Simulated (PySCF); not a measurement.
Ligands exchanged one at a time, Sn OCH3-H. Isolated molecules, 0 K electronic values unless said otherwise. One relaxed conformer stands for each flexible species; it need not be the lowest. Strings in code marks are SMILES.

All values below come from PBE-D3(BJ)/def2-TZVP // B3LYP-D3(BJ)/def2-SVP run with PySCF. Excitations are Tamm–Dancoff values on a coarser integration grid. The basis has no diffuse functions, so Rydberg states are missing or too high.

```tsv
species	HOMO (eV)	S1 excitation (TDA) (eV)
1 of 4 OCH3 replaced by H (`C[O][SnH]([O]C)[O]C`)	-6.17	4.27
2 of 4 OCH3 replaced by H (`C[O][SnH2][O]C` (C–O–Sn–O torsion 60°, O–Sn–O–C torsion 60°))	-6.05	4.80
3 of 4 OCH3 replaced by H (`[SnH3][O]C`)	-5.90	4.73
4 of 4 OCH3 replaced by H (`[SnH4]`)	-7.92	–
```
